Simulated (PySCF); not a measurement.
A side-by-side comparison of computed properties.

First species: C2H7F2NSi3.
SMILES: `N#C[C@@H](F)[SiH2][Si@@H](F)[SiH3]`

Second species: C5H8ClFSi.
SMILES: `[C@H]1(CF)C=C1[SiH2]CCl`

Levels: CAM-B3LYP/def2-SVPD for dipole moment, HOMO energy, LUMO energy, HOMO–LUMO gap, static isotropic polarisability and electronic spatial extent ⟨r²⟩ about the centre of nuclear charge; TDDFT CAM-B3LYP/def2-SVPD for lowest singlet excitation; TDA CAM-B3LYP/def2-SVPD for lowest triplet excitation (Tamm–Dancoff); GFN2-xTB for rotational constant A and rotational constant C. Geometries: GFN2-xTB. Each species is one conformer at its optimised geometry, gas phase, non-relativistic unless stated; the electronic structure was computed with PySCF and density fitting.

Dipoles, sizes and rotational constants follow the conformer. The torsions of the flexible species, by atom-mapped SMILES:
- `[N:1]#[C:2][C@@H:3]([F:4])[SiH2:5][Si@@H:6]([F:7])[SiH3:8]`: C2–C3–Si5–Si6 -68°, C3–Si5–Si6–F7 -173°
- `[F:1][CH2:2][C@H:3]1[CH:4]=[C:5]1[SiH2:6][CH2:7][Cl:8]`: F1–C2–C3–C4 -143°, C4–C5–Si6–C7 113°, C5–Si6–C7–Cl8 -66°

Values for the first species:

* Dipole moment: 2.47 D
* HOMO energy: -9.88 eV
* LUMO energy: -0.72 eV
* HOMO–LUMO gap: 9.16 eV
* Lowest singlet excitation: 5.85 eV
* Lowest triplet excitation (Tamm–Dancoff): 5.09 eV
* Static isotropic polarisability: 110.5 au
* Electronic spatial extent ⟨r²⟩ about the centre of nuclear charge: 1883 bohr²
* Rotational constant A: 1.482 GHz
* Rotational constant C: 0.632 GHz

Problem. Estimate the same properties for the second species, and the change in each.

Solution. 
| property | first | second | second less first |
| --- | --- | --- | --- |
| dipole moment | 2.47 D | 2.02 D | -0.45 D |
| HOMO energy | -9.88 eV | -8.93 eV | +0.95 eV |
| LUMO energy | -0.72 eV | 0.14 eV | +0.86 eV |
| HOMO–LUMO gap | 9.16 eV | 9.07 eV | -0.09 eV |
| lowest singlet excitation | 5.85 eV | 5.69 eV | -0.16 eV |
| lowest triplet excitation (Tamm–Dancoff) | 5.09 eV | 3.81 eV | -1.28 eV |
| static isotropic polarisability | 110.5 au | 96.2 au | -14.3 au |
| electronic spatial extent ⟨r²⟩ about the centre of nuclear charge | 1883 bohr² | 1503 bohr² | -380 bohr² |
| rotational constant A | 1.482 GHz | 1.624 GHz | +0.142 GHz |
| rotational constant C | 0.632 GHz | 0.813 GHz | +0.181 GHz |

On the first: The 8 singlets span 5.85 to 7.68 eV, and their oscillator strengths add up to 0.46.

On the second: The dipole matches unit charges of opposite sign 0.42 Å apart (1 e·Å = 4.8032 D). In wavenumbers S1 is 45900 cm⁻¹ (1 eV = 8065.54 cm⁻¹).
